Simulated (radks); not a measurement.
Fractional charge and spin in the 4p shell of technetium: the spin-up occupation runs from 2 to 3 and the spin-down occupation from 2 to 3; the fullest corner is Tc3+, [Ar] 3d10 4s2 4d(up 2, down 2) 4p(up 3, down 3). Method: scalar-relativistic Kohn-Sham, LDA (Slater exchange, Perdew-Wang correlation), spin-polarised, spherical densities, finite nucleus; Fermi nuclear charge, rms radius of each element as measured or else 0.836 A^(1/3) + 0.57 fm; computed with a radial shooting solver on a logarithmic mesh with Libxc functionals. Energy (eV) minus the two flat planes that join the four corners (they meet along the diagonal where the two added fractions sum to one electron); zero is where a piecewise linear energy would lie.

| down \ up | 2 | 2.25 | 2.5 | 2.75 | 3 |
|---|---|---|---|---|---|
| 2 | 0.000 | -1.618 | -2.150 | -1.606 | 0.000 |
| 2.25 | -1.618 | -2.084 | -1.476 | 0.192 | -1.525 |
| 2.5 | -2.150 | -1.476 | 0.256 | -1.399 | -2.024 |
| 2.75 | -1.606 | 0.192 | -1.399 | -1.962 | -1.510 |
| 3 | 0.000 | -1.525 | -2.024 | -1.510 | 0.000 |

Corners above the fullest one (they belong to Tc4+ and the next ion): (up 3, down 2) 83.480 eV, (up 2, down 3) 83.480 eV, (up 2, down 2) 184.69 eV. With half an added electron in each spin the energy lies 0.256 eV from the planes, and with half an added electron in spin up alone -2.150 eV. The planes are only a guide here: the flat-plane condition holds for ground states with one frontier orbital, while this shell lies below other occupied shells, so the corners above the fullest one are inner-hole states and not the ground states of those ions.
